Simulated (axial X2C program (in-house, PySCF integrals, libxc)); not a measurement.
**Levels of HfSe⁺ by electron attachment to HfSe²⁺ (EOM-EA-CCSD)**

Calculated with an in-house all-electron X2C program for linear molecules (integrals from PySCF): two-component X2C with atomic mean-field Coulomb and Gaunt terms, Gaussian nuclei, basis Hf dyall-acv3z, Se dyall-acv3z with contracted cores.

R = 2.067 Å (0.920 times 2.247 Å, the PBE0 minimum at charge 1 for the lowest determinant).

Levels of HfSe⁺ obtained by attaching an electron to HfSe²⁺:

```csv
Ω,binding energy (eV),above lowest (cm⁻¹),attached spinor,one-particle weight
1/2,13.373,0,"47% Hf sσ, 31% Hf dσ, 11% Se pσ",0.96
3/2,12.411,7759,94% Hf dδ,0.94
5/2,12.140,9944,94% Hf dδ,0.94
1/2,11.097,18357,"43% Hf dπ, 30% Hf pπ, 14% Se pπ",0.95
3/2,10.759,21079,"44% Hf dπ, 29% Hf pπ, 18% Se pπ",0.95
1/2,10.239,25276,"45% Hf pσ, 26% Hf dσ, 9% Se pσ",0.96
1/2,8.230,41478,"39% Hf pπ, 20% Se dπ, 15% Hf dπ",0.95
3/2,7.951,43730,"41% Hf pπ, 19% Se dπ, 15% Hf dπ",0.95
```

What is the splitting of the first π pair in the table, and is it regular or inverted?

E(3/2) − E(1/2) = 21079 − 18357 = 2722 cm⁻¹ at EOM-EA-CCSD: regular, Ω = 1/2 lower. Splittings at this level can be off by ten to twenty per cent.

This point took 47 s on 1 thread of Arm Neoverse N1 (shared host).

Reference electrons by ω block (each with its −ω partner): 1/2: 31, 3/2: 15, 5/2: 5, 7/2: 1. 16 electrons of HfSe²⁺ correlated (inner shells frozen), 88 natural virtual spinors (a truncated set); levels can be off by some tenths of an eV. Roots sought by Ω: (1/2: 5, 3/2: 4, 5/2: 2, 7/2: 1); rows need 60 % one-particle weight and stop where some Ω has no more roots. Missing are any skipped roots, higher Ω and states of a further excitation; these come out far too high here and may in truth be low or lowest. T1 of the reference 0.021 (Lee–Taylor). The reference was not checked to be the lowest state of its species. Number of frozen shells: Hf 4 s, 3 p, 2 d, 1 f; Se 3 s, 2 p, 1 d.
